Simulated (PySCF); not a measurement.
How methods differ on the ionisation energy of Ir²⁺

Ir²⁺ [Xe] 4f14 5d7 (4F) → Ir³⁺ [Xe] 4f14 5d6 (5D), as a difference of total energies. Computed with PySCF 2.14 in aug-cc-pVTZ-PP with ECP60MDF (6s6p5d3f2g, 88 functions), with a scalar-relativistic core potential. Correlated levels: valence: 5s2 5p6 frozen. The calculations carry no spin-orbit coupling.

```
           method  ionisation energy (eV)
              UHF                  27.433
    MP2 (valence)                  28.758
SCS-MP2 (valence)                  28.920
   CCSD (valence)                  28.716
CCSD(T) (valence)                  28.783
```

**Question.** How much does correlation contribute at CCSD(T) (valence)?

**Answer.** 28.783 − (27.433) = 1.350 eV, measured against UHF.

The reference lies between the lowest fine-structure levels, while these numbers refer to the centres of the terms.

Errors of the correlated levels include the incompleteness of this basis and the frozen core.

For comparison: 28 ± 1.6 eV (theoretical estimate listed by NIST; NIST Atomic Spectra Database, ionization energies).
